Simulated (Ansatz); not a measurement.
Cost and result for the atomization energy of `C[CH2][Zn][OH]` (10 atoms, 9 bonds).

| atom | x (Å) | y (Å) | z (Å) |
| --- | --- | --- | --- |
| C1 | 0.3811 | -1.4208 | -0.2782 |
| C2 | 0.8157 | 0.0390 | -0.1683 |
| Zn3 | -0.6049 | 1.3000 | 0.1933 |
| O4 | -1.8940 | 2.5102 | 0.4114 |
| H5 | -0.3469 | -1.5723 | -1.0791 |
| H6 | 1.2322 | -2.0767 | -0.4895 |
| H7 | -0.0795 | -1.7816 | 0.6450 |
| H8 | 1.5668 | 0.1535 | 0.6198 |
| H9 | 1.3042 | 0.3605 | -1.0941 |
| H10 | -2.3747 | 2.4883 | 1.2397 |

The species carries charge 0 and has multiplicity 1. For Zn the d shell is correlated and the shells below it are frozen. Scalar relativity is left out up to krypton. The structure was optimised at the PBE0-D4/def2-TZVP level. It is one conformer, not always the lowest. Program: Ansatz. All runs use 4 threads of an Intel Xeon Platinum 8175M on a shared host. Times are those of one run each, without the atoms' runs, and a repeat can differ threefold. Electronic energies, without spin–orbit coupling; frozen cores. CCSD(T)/CBS adds CCSD(T) − MP2 in def2-TZVPP to the MP2 limit, and its time is that of the two runs behind it. T1 = 0.015. With those shells the extrapolation isn't a true limit. HSE06 is the plane-wave form, built on full-range PBE exchange.

CCSD(T)/CBS is a level of theory with its own doubt, some kJ/mol a heavy atom from the limit and from the frozen cores, so smaller differences don't rank the functionals.

```csv
level,functions,wall time,atomization (kcal/mol),difference from CCSD(T)/CBS,per bond
revPBE-D4/def2-TZVPP,241,1.9 s,819.3,-9.1,-1.0
PBE-D4/def2-TZVPP (with forces),241,2.6 s,840.2,11.8,1.3
PBE0-D4/def2-TZVPP,241,3 s,826.4,-2.0,-0.2
BHLYP-D4/def2-TZVPP,241,3 s,798.4,-30.0,-3.3
HSE06-D4/def2-TZVPP,241,3.3 s,827.0,-1.4,-0.2
CCSD(T)/def2-SVP,103,4 s,781.9,-46.5,-5.2
r2SCANh-D4/def2-TZVPP,241,4.4 s,825.8,-2.6,-0.3
B2PLYP/def2-TZVPP,241,5 s,817.7,-10.7,-1.2
PBE-QIDH/def2-TZVPP,241,5.5 s,823.8,-4.6,-0.5
ωB97M-V/def2-TZVPP (with forces),241,10 s,827.5,-0.9,-0.1
MP2/def2-QZVPP,451,19 s,835.8,7.4,0.8
CCSD(T)/def2-TZVPP,241,86 s,807.9,-20.5,-2.3
CCSD(T)/CBS(def2),–,100 s,828.4,0.0,0.0
```

From r2SCAN to r2SCAN0 (25 % exact exchange), in def2-TZVPP and without D4, the atomization energy moves by −13.0 kcal/mol: exact exchange takes away binding that semilocal exchange gives to molecules. Leaving LDA and LC-ωPBE aside and taking each functional with its dispersion term where it has one, the values spread over 41.8 kcal/mol, from BHLYP-D4 to PBE-D4. LDA lies +109.1 kcal/mol from PBE without D4, its usual overbinding. At CCSD(T), def2-SVP lies −46.5 kcal/mol from the extrapolated value and def2-TZVPP −20.5 kcal/mol: correlation converges slowly with the basis, and small sets miss more of it in the bonded molecule than in its fragments.
